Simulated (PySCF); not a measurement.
## How methods differ on the ionisation energy of Se⁶⁺

Se⁶⁺ [Ar] 3d10 → Se⁷⁺ [Ar] 3d9 [3d3/2^4 3d5/2^5, M_J = 5/2], as a difference of total energies. Computed with PySCF 2.14 in an even-tempered Gaussian basis (18 s from 0.27 bohr⁻², ratio 2.8; 13 p from 0.35 bohr⁻², ratio 2.8; 9 d from 0.35 bohr⁻², ratio 2.8; 4 f from 3.3 bohr⁻², ratio 3), with the two-component X2C-1e Hamiltonian. Correlated levels: [Ne] frozen; the 76 highest virtual spinors dropped. "Screened" scales the spin-orbit matrix elements by Boettger's factors to mimic the two-electron term; Breit and QED terms are absent.

```tsv
method	ionisation energy (eV)	error (eV)
GHF (screened spin-orbit)	153.24	-2.09
GMP2 (screened spin-orbit)	155.37	+0.04
```

Reference: 155.33 eV (measured; NIST Atomic Spectra Database, ionization energies).
